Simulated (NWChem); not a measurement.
System: ZrH4O2; SMILES [OH][ZrH2][OH]

The following NWChem deck was run.

```
start job
memory heap 200 mb stack 900 mb global 1100 mb
geometry units angstroms noautoz
  Zr     0.000000     0.000000    -0.129561
  O      1.619356     0.046339     0.868897
  H      2.305186     0.119177     1.532785
  O     -1.619356    -0.046339     0.868897
  H     -2.305186    -0.119177     1.532785
  H      0.045176    -1.538066    -1.188552
  H     -0.045176     1.538066    -1.188552
end
basis spherical
  Zr library def2-svp
  O library def2-svp
  H library def2-svp
end
ecp
  Zr library def2-ecp
end
dft
  xc xpbe96 cpbe96
  iterations 150
  mulliken
end
task dft energy
```

Output (shortened):

```
             Northwest Computational Chemistry Package (NWChem) 7.3.0
             --------------------------------------------------------

 C2  symmetry detected

                             Geometry "geometry" -> ""
                             -------------------------

 Output coordinates in angstroms (scale by  1.889725989 to convert to a.u.)

  No.       Tag          Charge          X              Y              Z
 ---- ---------------- ---------- -------------- -------------- --------------
    1 Zr                  40.0000     0.00000000     0.00000000    -0.28636730
    2 O                    8.0000     1.62001292    -0.00439282     0.71209070
    3 H                    1.0000     2.30778745     0.04693313     1.37597870
    4 O                    8.0000    -1.62001292     0.00439282     0.71209070
    5 H                    1.0000    -2.30778745    -0.04693313     1.37597870
    6 H                    1.0000    -0.00300971    -1.53872637    -1.34535830
    7 H                    1.0000     0.00300971     1.53872637    -1.34535830

 Effective nuclear repulsion energy (a.u.)     243.3443343724

      Symmetry information
      --------------------

 Group name             C2
 Group number              4
 Group order               2
 No. of unique centers     4

 Summary of "ao basis" -> "ao basis" (spherical)
 ------------------------------------------------------------------------------
       Tag                 Description            Shells   Functions and Types
 ---------------- ------------------------------  ------  ---------------------
 Zr                         def2-svp                11       31   5s3p2d1f
 O                          def2-svp                 6       14   3s2p1d
 H                          def2-svp                 3        5   2s1p

      Symmetry analysis of basis
      --------------------------

        a          41
        b          38

            General Information
            -------------------
          SCF calculation type: DFT
          Wavefunction type:  closed shell.
          No. of atoms     :     7
          No. of electrons :    32
           Alpha electrons :    16
            Beta electrons :    16
          Charge           :     0
          Spin multiplicity:     1
          Use of symmetry is: on ; symmetry adaption is: on
          Maximum number of iterations: 150
          AO basis - number of functions:    79
                     number of shells:    35
          Convergence on energy requested:  1.00D-06
          Convergence on density requested:  1.00D-05
          Convergence on gradient requested:  5.00D-04

              XC Information
              --------------
          PerdewBurkeErnzerhof Exchange Functional  1.000
            Perdew 1991 LDA Correlation Functional  1.000 local
           PerdewBurkeErnz. Correlation Functional  1.000 non-local

             Grid Information
             ----------------
          Grid used for XC integration:  medium
          Radial quadrature: Mura-Knowles
          Angular quadrature: Lebedev.
          Tag              B.-S. Rad. Rad. Pts. Rad. Cut. Ang. Pts.
          ---              ---------- --------- --------- ---------
          Zr                  1.55      123          10.0       590
          O                   0.60       49          11.0       434
          H                   0.35       45          12.0       434
          Grid pruning is: on
          Number of quadrature shells:   262
          Spatial weights used:  Erf1

      Superposition of Atomic Density Guess
      -------------------------------------

 Sum of atomic energies:        -204.87890845

      Non-variational initial energy
      ------------------------------

 Total energy =    -197.937294
 1-e energy   =    -468.416433
 2-e energy   =     177.995425
 HOMO         =      -0.317281
 LUMO         =      -0.000127

      Symmetry analysis of molecular orbitals - initial
      -------------------------------------------------

  Numbering of irreducible representations:

     1 a           2 b

  Orbital symmetries:

     1 a           2 b           3 a           4 b           5 a
     6 b           7 a           8 b           9 a          10 b
    11 a          12 a          13 b          14 b          15 a
    16 b          17 a          18 a          19 b          20 b
    21 a          22 a          23 b          24 a          25 b
    26 a

     ---------------------------------------------
      Total Density - Mulliken Population Analysis
     ---------------------------------------------

    Atom       Charge   Shell Charges
 -----------   ------   -------------------------------------------------------
    1 Zr  12    10.08  -0.48  1.60  0.89  0.48  0.18  5.83  0.34  0.11  0.87  0.18  0.08
    2 O    8     8.92   1.99  1.11  0.65  3.19  1.97  0.00
    3 H    1     0.65   0.53  0.07  0.06
    4 O    8     8.92   1.99  1.11  0.65  3.19  1.97  0.00
    5 H    1     0.65   0.53  0.07  0.06
    6 H    1     1.39   0.76  0.63  0.00
    7 H    1     1.39   0.76  0.63  0.00

   convergence    iter        energy       DeltaE   RMS-Dens  Diis-err
 ---------------- ----- ----------------- --------- --------- ---------
 d= 0,ls=0.0,diis     1   -199.5048191611 -2.92D+02  4.52D-02  1.55D+00
 d= 0,ls=0.0,diis     2   -195.0738005413  4.43D+00  3.49D-02  4.09D+01
 d= 0,ls=0.0,diis     3   -199.7029895068 -4.63D+00  3.98D-03  1.93D-01
 d= 0,ls=0.0,diis     4   -199.7203693838 -1.74D-02  1.52D-03  2.37D-02
 d= 0,ls=0.0,diis     5   -199.7241166285 -3.75D-03  3.92D-04  6.87D-04
  Resetting Diis
 d= 0,ls=0.0,diis     6   -199.7241755631 -5.89D-05  2.11D-04  2.73D-04
 d= 0,ls=0.0,diis     7   -199.7242122283 -3.67D-05  1.24D-04  1.56D-05
 d= 0,ls=0.0,diis     8   -199.7242065572  5.67D-06  6.51D-05  6.50D-05
 d= 0,ls=0.0,diis     9   -199.7242148057 -8.25D-06  1.80D-05  1.93D-06
 d= 0,ls=0.0,diis    10   -199.7242150713 -2.66D-07  4.25D-06  2.94D-07

         Total DFT energy =     -199.724215071302
      One electron energy =     -472.194711573429
           Coulomb energy =      204.372887635289
    Exchange-Corr. energy =      -24.386105303802
 Nuclear repulsion energy =       92.483714170640

 Numeric. integr. density =       31.999988681736

                  Occupations of the irreducible representations
                  ----------------------------------------------

                     irrep           alpha         beta
                     --------     --------     --------
                     a                 8.0          8.0
                     b                 8.0          8.0

                       DFT Final Molecular Orbital Analysis
                       ------------------------------------

 Vector   14  Occ=2.000000D+00  E=-2.936083D-01  Symmetry=b
              MO Center=  1.3D-13, -3.0D-15,  6.1D-01, r^2= 3.4D+00
   Bfn.  Coefficient  Atom+Function         Bfn.  Coefficient  Atom+Function
  ----- ------------  ---------------      ----- ------------  ---------------
    37      0.343440  2 O  pz                56     -0.343440  4 O  pz
    35     -0.247874  2 O  px                40      0.248102  2 O  pz
    54     -0.247874  4 O  px                59     -0.248102  4 O  pz
    38     -0.188156  2 O  px                57     -0.188156  4 O  px
    18     -0.137471  1 Zr d  1              36     -0.091938  2 O  py

 Vector   15  Occ=2.000000D+00  E=-2.447810D-01  Symmetry=a
              MO Center= -8.5D-15,  2.8D-13, -1.1D+00, r^2= 3.1D+00
   Bfn.  Coefficient  Atom+Function         Bfn.  Coefficient  Atom+Function
  ----- ------------  ---------------      ----- ------------  ---------------
     4     -0.293316  1 Zr s                 70     -0.293929  6 H  s
    75     -0.293929  7 H  s                  2      0.290287  1 Zr s
    19      0.289751  1 Zr d  2              71     -0.197868  6 H  s
    76     -0.197868  7 H  s                  8     -0.171185  1 Zr pz
     1      0.132831  1 Zr s                  3      0.115140  1 Zr s

 Vector   16  Occ=2.000000D+00  E=-2.263886D-01  Symmetry=b
              MO Center= -1.2D-14, -3.0D-13, -1.1D+00, r^2= 3.1D+00
   Bfn.  Coefficient  Atom+Function         Bfn.  Coefficient  Atom+Function
  ----- ------------  ---------------      ----- ------------  ---------------
    16      0.388430  1 Zr d -1              70      0.304256  6 H  s
    75     -0.304256  7 H  s                  7      0.252201  1 Zr py
    71      0.235384  6 H  s                 76     -0.235384  7 H  s
    10     -0.102987  1 Zr py                36     -0.096076  2 O  py
    55     -0.096076  4 O  py                13     -0.088527  1 Zr py

 Vector   17  Occ=0.000000D+00  E=-7.760869D-02  Symmetry=a
              MO Center= -1.4D-14,  2.0D-14, -6.7D-01, r^2= 2.7D+00
   Bfn.  Coefficient  Atom+Function         Bfn.  Coefficient  Atom+Function
  ----- ------------  ---------------      ----- ------------  ---------------
    17      0.714993  1 Zr d  0              19      0.305303  1 Zr d  2
    14     -0.243609  1 Zr pz                22      0.216796  1 Zr d  0
    24      0.179949  1 Zr d  2               8      0.160645  1 Zr pz
    71      0.096290  6 H  s                 76      0.096290  7 H  s
    11     -0.093102  1 Zr pz                35      0.080602  2 O  px

 Vector   18  Occ=0.000000D+00  E=-4.639534D-02  Symmetry=a
              MO Center=  3.1D-14,  6.9D-15, -2.0D-01, r^2= 2.0D+00
   Bfn.  Coefficient  Atom+Function         Bfn.  Coefficient  Atom+Function
  ----- ------------  ---------------      ----- ------------  ---------------
    15      0.874574  1 Zr d -2              20      0.227858  1 Zr d -2
    36     -0.212643  2 O  py                55      0.212643  4 O  py
    39     -0.207833  2 O  py                58      0.207833  4 O  py
    47     -0.026835  3 H  s                 66     -0.026835  5 H  s

[...]
```

Level: PBE/def2-SVP with def2 effective core potentials on Zr. The geometry was optimised at PBE0/def2-SVP. def2 effective core potentials on Zr; no spin-orbit coupling.
